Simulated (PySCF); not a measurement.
C2H6Ge.
SMILES with atom numbers: `[CH2:1]=[CH:2][GeH3:3]` (hydrogens: H4, H5 on C1; H6 on C2; H7, H8, H9 on Ge3)

The closed-shell ground state was solved at several levels (PySCF, density fitting, gas phase). Isolated species at its GFN2-xTB geometry, gas phase. The calculation is non-relativistic and has no spin–orbit coupling, an omission that weighs most on germanium.

```
                       level  basis functions  total energy (Eh)  HOMO (eV)  LUMO (eV)  gap (eV)  dipole (D)
B3LYP/pcJ-1 (pcSseg-1 on Ge)              155         -2156.6304      -7.71      -0.41      7.30        0.58
               PBE0/pcSseg-1              105         -2156.1876      -7.97      -0.20      7.77        0.55
```

**Question.** What might CAM-B3LYP/def2-SVPD (126 basis functions) give for the same quantities?

**Answer.** Total energy -2156.5351 Eh, HOMO -9.29 eV, LUMO 0.88 eV, gap 10.17 eV, dipole 0.55 D.

**Question.** Over all these levels, which gives the widest orbital gap and which the narrowest?

**Answer.** CAM-B3LYP/def2-SVPD (range-separated hybrid) has the widest, 10.17 eV, and B3LYP/pcJ-1 (pcSseg-1 on Ge) (global hybrid, 20 % exact exchange) the narrowest, 7.30 eV. Functional and basis both differ between the two, so the spread mixes both effects.

**Question.** How far do the dipole and the HOMO energy spread over the levels?

**Answer.** The dipole runs from 0.55 to 0.58 D (mean 0.56 D) and the HOMO from -9.29 to -7.71 eV.
